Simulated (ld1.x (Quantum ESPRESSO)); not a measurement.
**Reading a pseudo-wave (iridium)**

Columns: radius, all-electron u(r) and pseudo u(r) of the 5p shell (level -72.73 eV) of iridium in the configuration [Kr] 4d10 4f14 5s2 5p6 5d7 6s0 6p0; LDA (PZ), scalar-relativistic, PAW scheme, ld1.x (Quantum ESPRESSO) 7.5.

```json
{"r (bohr)": "0.095", "all-electron": "-0.2004", "pseudo": "-0.0270"}
{"r (bohr)": "0.190", "all-electron": "-0.1979", "pseudo": "-0.1052"}
{"r (bohr)": "0.285", "all-electron": "0.4288", "pseudo": "-0.2264"}
{"r (bohr)": "0.380", "all-electron": "0.5717", "pseudo": "-0.3779"}
{"r (bohr)": "0.475", "all-electron": "0.2806", "pseudo": "-0.5443"}
{"r (bohr)": "0.570", "all-electron": "-0.1549", "pseudo": "-0.7093"}
{"r (bohr)": "0.665", "all-electron": "-0.5526", "pseudo": "-0.8574"}
{"r (bohr)": "0.760", "all-electron": "-0.8423", "pseudo": "-0.9757"}
{"r (bohr)": "0.855", "all-electron": "-1.0164", "pseudo": "-1.0556"}
{"r (bohr)": "0.950", "all-electron": "-1.0925", "pseudo": "-1.0928"}
{"r (bohr)": "1.045", "all-electron": "-1.0964", "pseudo": "-1.0885"}
{"r (bohr)": "1.140", "all-electron": "-1.0516", "pseudo": "-1.0476"}
{"r (bohr)": "1.235", "all-electron": "-0.9772", "pseudo": "-0.9782"}
{"r (bohr)": "1.330", "all-electron": "-0.8875", "pseudo": "-0.8906"}
{"r (bohr)": "1.425", "all-electron": "-0.7922", "pseudo": "-0.7946"}
{"r (bohr)": "1.520", "all-electron": "-0.6979", "pseudo": "-0.6987"}
{"r (bohr)": "1.615", "all-electron": "-0.6084", "pseudo": "-0.6085"}
{"r (bohr)": "1.710", "all-electron": "-0.5260", "pseudo": "-0.5260"}
{"r (bohr)": "1.805", "all-electron": "-0.4517", "pseudo": "-0.4517"}
{"r (bohr)": "1.900", "all-electron": "-0.3857", "pseudo": "-0.3857"}
{"r (bohr)": "1.995", "all-electron": "-0.3277", "pseudo": "-0.3277"}
{"r (bohr)": "2.090", "all-electron": "-0.2774", "pseudo": "-0.2774"}
{"r (bohr)": "2.185", "all-electron": "-0.2339", "pseudo": "-0.2339"}
{"r (bohr)": "2.280", "all-electron": "-0.1968", "pseudo": "-0.1968"}
{"r (bohr)": "2.375", "all-electron": "-0.1650", "pseudo": "-0.1650"}
{"r (bohr)": "2.470", "all-electron": "-0.1381", "pseudo": "-0.1381"}
```

(1) How many radial nodes do the two functions have?

(2) At about which radius was the pseudo-wave matched?

(3) Is the pseudo-wave norm-conserving?

Results:

(1) The all-electron 5p function has n − l − 1 = 3 (the table is too coarse to show those close to the nucleus); the pseudo-wave has 0, since the states of the same l below it are removed with the core.

(2) 1.65 bohr, where the columns begin to agree (steps of 0.10 bohr).

(3) No, it belongs to a PAW set: the norm inside the radius is not constrained, and the difference is carried by the augmentation charge.
